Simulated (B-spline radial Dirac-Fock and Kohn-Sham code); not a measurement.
# Te⁴⁺: non-radiative channels of the 3d3/2 vacancy

System: tellurium as Te⁴⁺ in the configuration [Kr] 4d10 5s2, inside a Watson sphere of charge -4 and radius 2 Å (a model of the Madelung potential; inside it an electron's potential energy is raised by 28.8 eV).

Input file task.json (cfg lists n, l and occupation; rrms is the nuclear radius in fm):

```json
{"items": [{
  "Z": 52,
  "q": 4,
  "cfg": [[1, 0, 2], [2, 0, 2], [2, 1, 6], [3, 0, 2], [3, 1, 6], [3, 2, 10], [4, 0, 2], [4, 1, 6], [4, 2, 10], [5, 0, 2]],
  "A": 130,
  "rrms": 4.7423,
  "watson": [-4, 2.0],
  "do": ["binding", "quiet", "decay"],
  "holes": ["K", "L1", "L2", "L3", "M1", "M2", "M3", "M4", "M5", "N1", "N2", "N3", "N4", "N5"]
}]}
```

Run with: `python xray_run.py task.json out`

Model: a relativistic independent-particle model: LDA orbitals of the hole state, radiative multipoles to third order, Auger rates from the Coulomb interaction with a continuum orbital, Dirac-Fock energies. Program: an atomic code on a B-spline grid. Kinetic energies are configuration averages from the vacuum level; the two-hole energies are estimated from single-hole states.

| transition | kinetic energy (eV) | width (meV) | share (%) |
| --- | --- | --- | --- |
| M4-N1N2 | 229.1 | 3.97 | 0.7 |
| M4-N1N3 | 239.2 | 3.53 | 0.6 |
| M4-N2N3 | 286.7 | 9.96 | 1.7 |
| M4-N3N3 | 296.2 | 4.00 | 0.7 |
| M4-N1N4 | 318.0 | 67.9 | 11.9 |
| M4-N1N5 | 319.6 | 10.3 | 1.8 |
| M4-N2N5 | 368.3 | 4.57 | 0.8 |
| M4-N2N4 | 369.1 | 53.1 | 9.3 |
| M4-N3N4 | 377.0 | 118 | 20.7 |
| M4-N3N5 | 379.7 | 4.38 | 0.8 |
| M4-N4N4 | 457.5 | 89.7 | 15.7 |
| M4-N4N5 | 458.7 | 185 | 32.4 |
| M4-N5N5 | 460.4 | 3.12 | 0.5 |
| M4-N4O1 | 502.1 | 10.7 | 1.9 |

The listed channels hold 100 % of the non-radiative rate. Summed by principal shells, of 0.571 eV in all: MNN 97.9 %, MNO 2.1 %.

Values without a named source are computed, but for edge energies of neutral atoms, which are taken from tables.
